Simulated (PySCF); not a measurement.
Working out the electron affinity of Ga

Ga⁻ [Ar] 3d10 4s2 4p2 (3P) → Ga [Ar] 3d10 4s2 4p1 (2P). Calculation: PySCF 2.14, in aug-cc-pVDZ-DK; scalar relativity by spin-free X2C-1e. Frozen: [Ar] 3d10. Energies in hartree (1 hartree = 27.21139 eV):

| part | Ga⁻ (lower) | Ga (upper) |
| --- | --- | --- |
| UHF | -1942.082429 | -1942.084707 |
| MP2 opposite-spin | -0.030459 | -0.026841 |
| MP2 same-spin | -0.008564 | -0.002237 |

Q: What does Hartree-Fock give?

A: (-1942.084707) − (-1942.082429) = -0.002278 hartree = -0.062 eV.

Q: What do MP2 and SCS-MP2 (6/5 opposite-spin, 1/3 same-spin) give?

A: The opposite-spin parts differ by 0.098 eV and the same-spin parts by 0.172 eV. MP2: -0.062 + (0.098) + (0.172) = 0.208 eV. SCS-MP2: -0.062 + 1.2 × (0.098) + (0.172)/3 = 0.113 eV.

A first-order spin-orbit estimate adds -0.025 eV to MP2 (valence), giving 0.183 eV against 0.301 eV (measured; photodetachment measurements, as compiled on the Wikipedia data page of electron affinities).

A double-zeta basis recovers only part of the correlation energy.

What remains against the reference includes basis incompleteness, the frozen core and correlation beyond second order.
